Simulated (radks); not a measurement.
Effect of the nuclear size on neutral scandium, [Ar] 3d1 4s2. All-electron calculation, Dirac Kohn-Sham, LDA (Slater exchange, Perdew-Wang correlation), spin-unpolarised, spherical densities, finite nucleus; open shells are shared between the two j in proportion to 2j + 1; Fermi nuclear charge, rms radius 3.5459 fm. Program: a radial shooting solver on a logarithmic mesh with Libxc functionals. The rms radius is varied about that value; shifts are against it.

rms radius (fm) = 3.1807: total energy shift (eV) -0.00754; density at nucleus (e/bohr^3) 7235; 1s1/2 shift (meV) -3.19; 2s1/2 shift (meV) -0.258
rms radius (fm) = 3.3544: total energy shift (eV) -0.00405; density at nucleus (e/bohr^3) 7225; 1s1/2 shift (meV) -1.71; 2s1/2 shift (meV) -0.138
rms radius (fm) = 3.5459: total energy shift (eV) 0; density at nucleus (e/bohr^3) 7213; 1s1/2 shift (meV) 0.000; 2s1/2 shift (meV) 0.000
rms radius (fm) = 3.7196: total energy shift (eV) 0.00386; density at nucleus (e/bohr^3) 7204; 1s1/2 shift (meV) 1.63; 2s1/2 shift (meV) 0.132
rms radius (fm) = 4.3437: total energy shift (eV) 0.0192; density at nucleus (e/bohr^3) 7172; 1s1/2 shift (meV) 8.12; 2s1/2 shift (meV) 0.657

Slopes of the eigenvalues against <r^2> in GHz/fm^2, as finite differences over the two radii next to the reference (eigenvalue slopes, not the field-shift constants of lines): 1s1/2 313, 2s1/2 25.3.
